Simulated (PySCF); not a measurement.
Bonds (- single, = double, # triple, : aromatic): C1=C2, C2-Si3, C2-C4, C4=N5, N5-C6, C6-C7, C7-C8, C8-C6. C1 carries H9, H10; Si3 carries H11, H12, H13; C4 carries H14; C6 carries H15; C7 carries H16, H17; C8 carries H18, H19. Stereochemistry as in C=C([SiH3])/C=N/C1CC1. H17, H18 are cis to N5 on the ring; H9 is cis to Si3; H16, H19 are trans to N5 on the ring; H10 is trans to Si3.

[PySCF 2.14: geometry: GFN2-xTB; shieldings: GIAO PBE0/pcSseg-1; single conformer; gas phase; non-relativistic Hamiltonian; fast rotation and ring inversion assumed for equivalent nuclei]

Predict the 2D correlation tables (HSQC, COSY, HMBC).

Results:



HSQC (one-bond C–H):
| δH | δC |
| --- | --- |
| 8.40 (H14) | 167.6 (C4) |
| 6.46 (H9) | 141.4 (C1) |
| 6.42 (H10) | 141.4 (C1) |
| 2.97 (H15) | 43.3 (C6) |
| 1.12 (H17/H18) | 14.3 (C7/C8) |
| 1.09 (H16/H19) | 14.3 (C7/C8) |

COSY cross peaks (H two or three bonds apart, from the bond graph; peaks can be absent where the dihedral angle is near 90°):
| δH | δH |
| --- | --- |
| 6.46 (H9) | 6.42 (H10) |
| 2.97 (H15) | 1.12 (H17/H18) |
| 2.97 (H15) | 1.09 (H16/H19) |
| 1.12 (H17/H18) | 1.09 (H16/H19) |

HMBC (two and three bonds, from the bond graph):
| δH | δC |
| --- | --- |
| 8.40 (H14) | 154.9 (C2), 141.4 (C1), 43.3 (C6) |
| 6.46 (H9) | 167.6 (C4), 154.9 (C2) |
| 6.42 (H10) | 167.6 (C4), 154.9 (C2) |
| 4.05 (H11/H12/H13) | 167.6 (C4), 154.9 (C2), 141.4 (C1) |
| 2.97 (H15) | 167.6 (C4), 14.3 (C7/C8) |
| 1.12 (H17/H18) | 43.3 (C6), 14.3 (C7/C8) |
| 1.09 (H16/H19) | 43.3 (C6), 14.3 (C7/C8) |

Chemical shifts δ = σref − σ; 1H, 13C vs TMS, all at this level.

Short H···H contacts in this conformer between protons four or more bonds apart (candidates for NOE cross peaks, intensity ∝ r⁻⁶): H14···H15 2.38 Å, H10···H14 2.50 Å, H9···H13 2.79 Å.

Shifts are as computed. Against solution values, carbons near 30 ppm lie about +3 ppm off and those near 130 ppm about +5 ppm. Of 1211 compounds with measured shifts, 218 miss one by over three times the rms of a fit or turn the order of signals round; such compounds aren't used in these exercises.
